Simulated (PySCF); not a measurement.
A GIAO shielding run with PySCF 2.14.0 with density-fitted response routines (density fitting, non-relativistic, gas phase) on SMILES C=Cc1ccccc1, C₈H₈:

```
$ OMP_NUM_THREADS=2 python probes_run.py task.json out

{"job": {"kind": "nmr", "xc": "wB97X-D", "basis": "pcSseg-2", "pop": false}, "charge": 0, "multiplicity": 1}
C     -2.751983    -0.729199    -0.229418
C     -1.885756     0.277152    -0.149900
C     -0.430863     0.181269    -0.025276
C      0.235905    -1.025669     0.199949
C      1.614058    -1.065446     0.300281
C      2.361952     0.099767     0.180947
C      1.715275     1.306035    -0.035756
C      0.333459     1.343435    -0.133215
H     -3.814369    -0.540741    -0.319752
H     -2.441928    -1.767833    -0.213274
H     -2.272018     1.293184    -0.189573
H     -0.331850    -1.942326     0.308064
H      2.112041    -2.011656     0.478511
H      3.442092     0.065070     0.261653
H      2.287515     2.222017    -0.127430
H     -0.170029     2.289884    -0.301674
```

Hardware: 2 threads of an Intel Xeon, shared host. The job also computes ring-centre shieldings.

Question: How large is the calculation?

Answer: 56 electrons, 400 basis functions and 1032 auxiliary functions.

Question: How long does it take, and how much memory does it need?

Answer: 3.3 min of wall time, with 13 SCF cycles and 7 response iterations; peak memory 2.5 GiB. Times on a shared host scatter by some tens of per cent.

Question: And these other runs on the same molecule and hardware: GIAO shielding at B97-2/pcSseg-2; GIAO shielding at KT3/pcSseg-2; GIAO shielding at PBE0/pcSseg-2?

Answer: B97-2/pcSseg-2: 400 functions, 2.4 min; KT3/pcSseg-2: 400 functions, 3.3 min; PBE0/pcSseg-2: 400 functions, 3.3 min.
